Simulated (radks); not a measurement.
Dy+, configuration [Xe] 4f10 6s1.

All-electron calculation, Dirac Kohn-Sham, LDA (Slater exchange, Perdew-Wang correlation), spin-unpolarised, spherical densities, point nucleus; open shells are shared between the two j in proportion to 2j + 1. Program: a radial shooting solver on a logarithmic mesh with Libxc functionals.

Energy parts (eV):
total: -330892.49
kinetic: 362939.35
electron-nucleus: -815768.61
Hartree: 128911.25
exchange-correlation: -6974.48

Orbitals (lengths in bohr, moments of r in powers of bohr; <r^-3> diverges for s and p1/2):
1s1/2: occ. 2; eigenvalue (eV) -53559.94
2s1/2: occ. 2; eigenvalue (eV) -8920.750
2p1/2: occ. 2; eigenvalue (eV) -8487.174
2p3/2: occ. 4; eigenvalue (eV) -7687.841; <r^-3> 11000
3s1/2: occ. 2; eigenvalue (eV) -1990.106
3p1/2: occ. 2; eigenvalue (eV) -1800.656
3p3/2: occ. 4; eigenvalue (eV) -1634.722; <r^-3> 2363
3d3/2: occ. 4; eigenvalue (eV) -1308.097; <r^-3> 400.2
3d5/2: occ. 6; eigenvalue (eV) -1271.829; <r^-3> 352.8
4s1/2: occ. 2; eigenvalue (eV) -398.2592
4p1/2: occ. 2; eigenvalue (eV) -323.5680
4p3/2: occ. 4; eigenvalue (eV) -286.2971; <r^-3> 531.0
4d3/2: occ. 4; eigenvalue (eV) -163.1290; <r^-3> 76.52
4d5/2: occ. 6; eigenvalue (eV) -156.3816; <r^-3> 66.36
5s1/2: occ. 2; eigenvalue (eV) -55.5567
5p1/2: occ. 2; eigenvalue (eV) -35.3976
5p3/2: occ. 4; eigenvalue (eV) -30.6488; <r^-3> 66.19
4f5/2: occ. 4.28571; eigenvalue (eV) -10.3187; <r^-3> 9.245
4f7/2: occ. 5.71429; eigenvalue (eV) -9.4373; <r^-3> 8.830
6s1/2: occ. 1; eigenvalue (eV) -9.1113

The highest occupied level is 6s1/2 at -9.111 eV. The density falls to 0.001 e/bohr^3 at r = 4.42 bohr. For comparison, the ionisation energy in NIST's Atomic Spectra Database is 11.65 eV (semi-empirical). In exact Kohn-Sham theory the highest level is minus the ionisation energy, but local and semilocal functionals leave it too shallow, through self-interaction and a potential that decays too fast; potentials with the right tail come closer.

Beside tabulated values, note that spin-unpolarised runs miss the spin-polarisation part of the exchange energy of open shells.
